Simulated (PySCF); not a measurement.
B₂H₄O, SMILES BOB. Geometry: B3LYP-D3(BJ)/def2-TZVP.

**Question.** Give the equilibrium geometry at B3LYP-D3(BJ)/def2-TZVP (PySCF confirms it by a frequency run) as Cartesian coordinates in Å, and its point group. (Estimate from the structure and the level; the computed values follow.)

**Answer.** point group D2d.
```xyz
7

O      0.0000     0.0000     0.0000
B      0.0000     0.0000    -1.3342
H     -0.7412     0.7412    -1.9043
H      0.7412    -0.7412    -1.9043
B      0.0000     0.0000     1.3342
H     -0.7412    -0.7412     1.9043
H      0.7412     0.7412     1.9043
```
